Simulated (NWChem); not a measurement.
Species: CH5FO2Si; SMILES CO[Si@@H](O)F

```xyz
10

C     -0.0702     2.0236     0.4936
O     -0.2755     1.0846    -0.5326
Si    -0.0094    -0.5240    -0.4517
O      1.4435    -0.7858     0.2805
F     -1.1301    -1.2694     0.4550
H     -0.9258     2.0439     1.1897
H      0.8458     1.8058     1.0679
H      0.0297     3.0218     0.0421
H     -0.1142    -1.0572    -1.8206
H      1.5444    -1.5848     0.8051
```
Atoms are numbered in this order, from 1.

Computed with NWChem. Geometry: optimised at PBE0/def2-SVP.

Q: Order these by “dipole (D)”, lowest first: TPSS/cc-pVDZ; TPSS/cc-pVTZ; TPSS/aug-cc-pVDZ.

A: TPSS/aug-cc-pVDZ (1.17), TPSS/cc-pVTZ (1.26), TPSS/cc-pVDZ (1.34)
